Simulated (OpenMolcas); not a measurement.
Ionisation energies of neon

- Program: OpenMolcas
- Basis: ANO-RCC-VTZP [4s3p2d1f]
- Scalar Hamiltonian: DKH2, point nucleus
- Spin-orbit coupling: state interaction with AMFI integrals over the reference wave functions, term energies averaged over their components

Active shells in each charge state: the valence s, p shells, with orbitals averaged over the low states. Where CASPT2's correlated closed shells are named, they are those of the first ion.

A. CASSCF
B. SS-CASPT2, IPEA 0.25 Eh, imaginary shift 0.1 Eh (closed shells correlated: 1s)
C. SS-CASPT2, IPEA 0.25 Eh, imaginary shift 0.1 Eh (closed shells correlated: none)
D. SS-CASPT2, IPEA 0 Eh, imaginary shift 0.1 Eh (closed shells correlated: 1s)

Energies in eV between the lowest computed levels, named as in B; reference values from the NIST Atomic Spectra Database with their kind.

```csv
From,To,A,B,C,D,Spin-orbit share in B,Reference
Ne4+ 2s2 2p2 3P0,Ne5+ 2s2 2p 2P* 1/2,125.010,126.038,125.995,126.071,-0.012,126.247 (measured)
Ne5+ 2s2 2p 2P* 1/2,Ne6+ 2s2 1S0,156.594,157.598,157.548,157.627,+0.106,157.934 (measured)
Ne6+ 2s2 1S0,Ne7+ 2s 2S 1/2,207.043,207.087,207.114,207.087,+0.000,207.271 (measured)
Ne7+ 2s 2S 1/2,Ne8+ 1s2 1S0,238.939,238.968,238.939,238.969,+0.000,239.097 (semi-empirical)
```

Steps that some method lacks are left out, and so are those with a state whose active s or d shell is doubly occupied in every root (s and p with five to eight electrons, d10) over a frozen core shell of the same l, since the two then mix freely.

Error against the reference values, in %:

```json
{"From": "Ne4+", "Reference": "measured", "A": "-1.0", "B": "-0.2", "C": "-0.2", "D": "-0.1"}
{"From": "Ne5+", "Reference": "measured", "A": "-0.8", "B": "-0.2", "C": "-0.2", "D": "-0.2"}
{"From": "Ne6+", "Reference": "measured", "A": "-0.1", "B": "-0.1", "C": "-0.1", "D": "-0.1"}
{"From": "Ne7+", "Reference": "semi-empirical", "A": "-0.1", "B": "-0.1", "C": "-0.1", "D": "-0.1"}
```

Mean absolute error over the 3 measured values: A 0.94 eV, B 0.24 eV, C 0.27 eV, D 0.22 eV.

* marks odd parity.
